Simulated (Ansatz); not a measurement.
Geometry optimisation, Ansatz 0.2.0, RKS PBE-D4/def2-SVP.

Input file:

```yaml
crystal:
  periodic: [false, false, false]
  atoms:
    - { symbol: Sn, position_ang: [0.233345, 0.084176, 0.062376] }
    - { symbol: C, position_ang: [1.063182, -0.037992, 2.030705] }
    - { symbol: H, position_ang: [0.412404, -0.157935, 2.921524] }
    - { symbol: H, position_ang: [1.772756, -0.888086, 1.963181] }
    - { symbol: H, position_ang: [1.647328, 0.903874, 2.126086] }
    - { symbol: H, position_ang: [1.941707, 0.104504, -0.163984] }
    - { symbol: H, position_ang: [-0.743344, 1.370276, -0.527948] }
    - { symbol: Cl, position_ang: [-0.784577, -1.925616, -0.69674] }
basis:
  gaussian: { orbitals: def2-SVP }
hamiltonian:
  xc: pbe
  dispersion: d4
relax:
  f_tol: 0.03
  max_steps: 50
```

Launched with:

```bash
$ ansatz run input.yaml --threads 1 --pin off --max-ram 2048MiB --backend cpu --events-out ev --progress --plain --runs-dir out
```

Problem. Where does it end, and by what steps?

Solution. The forces met the threshold. After 7 steps the energy has fallen by 0.678 eV; H6 moved furthest, 0.88 Å.

```csv
step,energy less start (eV),largest force component (eV/Å),accepted
0,0.0000,1.436,yes
1,-0.3044,0.792,yes
2,-0.4735,0.366,yes
3,-0.6066,0.298,yes
4,-0.6671,0.086,yes
5,-0.6774,0.061,yes
6,-0.6778,0.046,yes
7,-0.6783,0.001,yes
```

```xyz
8
Properties=species:S:1:pos:R:3
Sn 0.489 0.098 0.029
C 1.054 -0.043 2.109
H 0.144 -0.151 2.727
H 1.704 -0.927 2.251
H 1.601 0.872 2.410
H 1.846 0.155 -1.042
H -0.634 1.374 -0.286
Cl -0.662 -1.927 -0.483
```

Whether the end is a true minimum wasn't checked by a vibrational analysis.

Run time: 35 s on 1 thread of Arm Neoverse N1 (shared host), peak memory 0.12 GiB.
